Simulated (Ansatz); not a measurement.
A structure relaxed at PBE-D4/def2-SVPD in Ansatz, charge -1, doublet:

```xyz
6

Al   -0.0506    0.4370    2.1500
Al    0.3404   -0.4546   -0.8029
Te    1.6964   -1.2928    1.3157
Te   -0.3010    2.2085    0.0623
Te    0.4965   -1.0257   -3.1653
Te   -2.1816    0.1275    0.4403
```

Question: Give its formula and point group.

Answer: the cluster Al₂Te₄⁻. Point group Cs (tolerance 0.1 Å).

Question: Summarise the bond lengths by kind (pairs closer than 1.2 times the sum of covalent radii, bridged metal pairs left out).

Answer: 7 × Al–Te 2.44 to 2.87 Å; 1 × Te–Te 2.83 Å.

In the def2 sets Te takes a core potential; there is no spin–orbit coupling. Another isomer (doublet) lies 1.08 eV lower at PBE0-D4/def2-SVP; other spin states weren't run for this one.
